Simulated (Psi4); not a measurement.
Conformational energy of SMILES O=Cc1ccc(O)s1. Scanned: dihedral S8–C6–O7–H12; all other coordinates were relaxed at GFN2-xTB. Points at φ and −φ are mirror images.

Geometry of the scan point at -30° (Å):
```
12

O      2.5873     0.0001    -1.9623
C      2.1137    -0.5330    -0.9870
C      0.8369    -0.1997    -0.4074
C     -0.0685     0.7457    -0.8270
C     -1.2282     0.8033    -0.0464
C     -1.2166    -0.1091     0.9763
O     -2.1547    -0.2276     1.9237
S      0.2527    -1.0332     1.0084
H      2.6477    -1.3433    -0.4528
H      0.1180     1.3654    -1.6853
H     -2.0513     1.4721    -0.2146
H     -2.1726    -1.1141     2.3044
```

Calculation: Psi4 with DF-MP2 (frozen core)/cc-pVTZ // GFN2-xTB.

Scanned values (°): -150, -120, -90, -60, -30, 0, 30, 60, 90, 120, 150, 180.

### Question
Locate the minima and the barriers on this grid.

### Answer
Lower than their neighbours: 0° (1.8 kJ/mol), 180° (0.0 kJ/mol). Higher than their neighbours: -90° (7.6 kJ/mol), 90° (7.6 kJ/mol). The whole profile spans 7.6 kJ/mol.
